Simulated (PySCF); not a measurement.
Level of theory: PBE0-D3(BJ)/def2-TZVP (PySCF). Isolated molecules, 0 K electronic values unless said otherwise. 

Reference species (SMILES): `F[C]F` (excited triplet) (neutral, multiplicity 3).

```
Item                             Result
-----------------------------  --------
highest occupied spin orbital  -6.14 eV
dipole moment                    0.35 D
```

Changed species: `C#C[C]F` (triplet; the order of the spin states depends on the level) (X = ethynyl, multiplicity 3; the reference has X = fluoro, multiplicity 3).

Task: What does the change do to the highest occupied spin orbital and dipole moment?

Result: the highest occupied spin orbital decreases by 0.21 eV, to -6.35 eV; the dipole moment goes up by 1.00 D, to 1.35 D.
